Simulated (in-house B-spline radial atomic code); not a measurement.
Results of a calculation; reference values are marked as such.
# From levels and matrix elements to observables: Sn XLVIII (Sn47+)

One electron outside the 1s2 core, from a B-spline radial code for spherical atoms: Brueckner orbitals with a screened correlation potential on Dirac-Hartree-Fock, Breit and QED terms for the lowest states, dipole elements in length form with static core polarisation. The core's own polarisability, by RPA, is 1.284e-06 bohr³.

```tsv
state	removal energy (cm⁻¹)	size of the reduced dipole element to 2s1/2 (a.u.)
2s1/2	66999563	-
3s1/2	29347180	-
2p1/2	66129197	0.08301
2p3/2	63977841	0.1213
3p1/2	29107193	0.0484
3p3/2	28468170	0.06273
```

Use R = 109737.3 cm⁻¹, 1 hartree = 219474.6 cm⁻¹, c = 137.036 and 1 a.u. of rate = 4.1341e16 s⁻¹.

Question: Find the quantum defects of the two s states and predict 4s1/2.

Answer: With n* = 48 √(R/E): 2s1/2 has n* = 1.9426, δ = 0.0574; 3s1/2 has n* = 2.9352, δ = 0.0648. Ritz's form δ = δ0 + b/n*² gives b = -0.050, δ0 = 0.0706, so with n* ≈ 4 − 0.0648, δ = 0.0674 and E = R × 48²/(4 − 0.0674)² = 16348309 cm⁻¹. The program finds 16367596 cm⁻¹. In so highly charged an ion δ holds relativistic, Breit and QED shifts that Ritz's form doesn't follow, and the higher level lacks the last two.

Question: What are the wavelength, oscillator strength and rate of 2s1/2–2p3/2?

Answer: ΔE = 3021722 cm⁻¹ = 13.76798 hartree, λ = 3.3094 nm in vacuum. f = (2/3) ΔE D²/(2j + 1 of the lower state) = (2/3) × 13.76798 × 0.1213²/2 = 0.0675. A = (4/3) ΔE³ D²/(c³ (2j' + 1)) = 4.9740e-06 a.u. = 2.056e+11 s⁻¹, a partial lifetime of 0.004863 ns.
